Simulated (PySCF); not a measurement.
# Correlation energy of Ar²⁺ (argon, charge +2)

[Ne] 3s2 3p4, high-spin 3P determinant. Calculation: PySCF 2.14, in Sapporo-DZP-2012; scalar relativity by spin-free X2C-1e. Frozen: [Ne]; 6 electrons correlated.

MP2 pair energies summed by pair of shells (mhartree):

```tsv
pair	energy	share (%)
3p-3p	-47.71	50.6
3s-3p	-39.87	42.3
3s-3s	-6.68	7.1
```

Total MP2 correlation energy: -94.26 mhartree.

Same-spin part -23.96 and opposite-spin part -70.30 mhartree; SCS-MP2 scales them by 1/3 and 6/5 to -92.35 mhartree.

```tsv
level	correlation energy (mhartree)
CCSD	-116.73
(T)	-1.29
CCSD(T)	-118.02
```

Diagnostics: T1 = 0.0074, D1 = 0.0251, largest double amplitude 0.061.

Cost of the coupled-cluster step: 0.14 s of wall time on 1 thread of Neoverse-V2 (shared host), for 6 correlated electrons.
